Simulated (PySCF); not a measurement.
## Ce(NO2)4 at several levels of theory

Computed with PySCF 2.14.0 (density fitting, no spin-orbit coupling) at the geometry relaxed with PBE:

```xyz
13
Ce(NO2)4 (singlet)
Ce    0.0001    0.0000    0.0000
O     1.7881    0.6203    1.3885
O     0.4937    2.2195    0.9561
N     1.5800    1.8840    1.5061
O    -0.4938   -0.9559    2.2195
O    -1.7880   -1.3885    0.6200
N    -1.5801   -1.5060    1.8838
O     0.4937   -2.2195   -0.9561
O     1.7881   -0.6203   -1.3885
N     1.5800   -1.8840   -1.5061
O    -1.7880    1.3885   -0.6200
O    -0.4938    0.9559   -2.2195
N    -1.5801    1.5060   -1.8838
```

```
level                                              basis    state  HOMO (eV)  gap (eV)  charge on Ce1 (e)  population of f-type functions on Ce1 (polarisation alone where 4f lies in the core)  dipole about the centre of mass (D)  largest force component (eV/Å)
  PBE  Ce lcecp-2-SVP with ECP46, O def2-SVP, N def2-SVP  singlet          –         –               1.33                                                                                  0.13                                 0.00                            0.01
 BLYP                                           the same  singlet          –         –               1.29                                                                                  0.13                                 0.00                            0.48
M06-L                                           the same  singlet          –         –               1.79                                                                                  0.12                                 0.00                            0.72
B3LYP                                           the same  singlet          –         –               1.55                                                                                  0.13                                 0.00                            0.78
   HF                                           the same  singlet          –         –               2.36                                                                                  0.12                                 0.00                            3.66
```

In the lcecp rows the 4f levels are missing from HOMO and gap, and the state counts the valence alone.

Charges are Mulliken's, which hang on the basis. The relaxation used the grid (50, 194), these runs (75, 302) or, all-electron (x2c bases, spin-free X2C Hamiltonian), (99, 590).

**Question.** What does PBE with Ce lcecp-2-TZVP with ECP46, O def2-TZVP, N def2-TZVP give here?

**Answer.** state singlet, charge on Ce1 (e) 1.43, population of f-type functions on Ce1 (polarisation alone where 4f lies in the core) 0.19, dipole about the centre of mass (D) 0.00, largest force component (eV/Å) 0.21. Time: 61 s on 4 threads of Arm Neoverse V2, on a shared host, from free ions and atoms.

A frequency check found unstable modes (3, the lowest at -55 cm⁻¹), so the relaxed geometry is probably a saddle point.
